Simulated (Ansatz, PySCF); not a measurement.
WOSFCl, SMILES [W]([Cl])(=[S])(=[O])[F], multiplicity 1. Atoms are numbered in the order given.

```xyz
5

W     -0.0090    -0.1302    -0.1399
O      1.1904    -0.0264    -1.3407
S      1.0015    -0.4654     1.7130
F     -1.1260    -1.5822    -0.4916
Cl    -1.0716     1.8801    -0.0144
```

Coordinates come from a B3LYP-D3(BJ)/def2-SVP optimisation. The spin state was assumed, not searched. The structure was generated by enumeration; whether it is a known compound was not checked. The def2 effective core potentials stand for the cores of W; spin–orbit coupling is left out.

Two levels are set side by side: PBE-D3(BJ)/def2-SVP (Ansatz, a program for electronic structure) and B3LYP-D3(BJ)/def2-SVP (Ansatz). Each level has its own optimised geometry; the coordinates shown are those of the second. Frequencies come from the Hessian of PySCF at each geometry. Differences are taken from unrounded values.

```tsv
quantity	B3LYP-D3(BJ)	PBE-D3(BJ)	PBE-D3(BJ) minus B3LYP-D3(BJ)
mean bond length (Å)	1.995	2.001	0.006
bond W1–O2 (Å)	1.700	1.712	0.011
bond W1–S3 (Å)	2.137	2.146	0.009
bond W1–F4 (Å)	1.865	1.870	0.005
bond W1–Cl5 (Å)	2.277	2.275	-0.002
highest harmonic wavenumber (cm⁻¹)	1027	990	-36
mean harmonic wavenumber (cm⁻¹)	411	400	-11
zero-point energy (kcal/mol)	5.28	5.14	-0.14
```
